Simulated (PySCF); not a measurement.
CH2N, SMILES [CH][NH] (connectivity only; charge and spin as stated), neutral, multiplicity 2.

Coordinates come from a B3LYP-D3(BJ)/def2-TZVPD optimisation.

Two levels are set side by side: PBE/def2-TZVPD (PySCF) and ωB97X/def2-TZVPD (PySCF). Same geometry, gas phase. Differences are taken from unrounded values.

| quantity | PBE |
|---|---|
| α-spin orbital gap (eV) | 2.91 |
| β-spin orbital gap (eV) | 5.72 |
| dipole moment (D) | 0.37 |
| mean polarisability (bohr³) | 23.2 |

Q: These are the PBE values. What does ωB97X give? (The exact figures need the calculation; the answer reports its results.)

A: 
```
quantity                     ωB97X  PBE minus ωB97X
---------------------------  -----  ---------------
α-spin orbital gap (eV)      10.32            -7.41
β-spin orbital gap (eV)      12.71            -6.99
dipole moment (D)             0.48            -0.11
mean polarisability (bohr³)   22.4              0.9
```

Loosely held outer electrons make PBE densities more polarisable. Differences between two approximate levels are no errors against the true value.

Rough cost on one machine, each run with all the roots and properties that it gave: ωB97X against PBE within a factor of 2.
